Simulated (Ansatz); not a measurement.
Several settings on one geometry of Ge(CF3)H3 (CH₃F₃Ge) (that of the charge 0 singlet, PBE0-D4/def2-SVP). Ansatz on 4 threads of Arm Neoverse N1 on a shared host; times are rough.

Cartesian coordinates in Å:
```
Ge -0.0023 0.0030 -1.0091
C 0.0023 -0.0031 0.9862
F -1.2378 0.1014 1.4811
F 0.7157 1.0176 1.4792
F 0.5323 -1.1323 1.4736
H 1.4578 -0.0445 -1.4738
H -0.6916 1.2944 -1.4647
H -0.7764 -1.2365 -1.4724
```

Totals from different functionals, basis sets or treatments of relativity can't be compared as stabilities.

DK, ANO-RCC and x2c sets are all-electron and run with scalar relativity unless a key says otherwise.

Problem. Give the basis size and estimate the energy, ⟨S²⟩ and time of these runs.

| run | method | charge | state | further keys |
| --- | --- | --- | --- | --- |
| 1 | RKS ωB97X/def2-SVPD | 0 | singlet | scf: {omitted_lower_state_checks: [starts]}; forces asked |
| 2 | UKS ωB97/STO-3G | 0 | singlet | nuclear_model: gaussian; accuracy: high |
| 3 | RKS LDA (SPW92)/cc-pVTZ-DK | 0 | singlet | final_grid: {core_spheres: 8, valence_spheres: 7, degree: 23}; scf: {omitted_lower_state_checks: [starts]} |

Solution. 
```csv
run,functions,energy (Eh),⟨S²⟩,wall time
1,151,-2415.9055,–,8 s
2,41,-2387.7630,0.00,11 s
3,205,-2433.0985,–,1.2 s
```
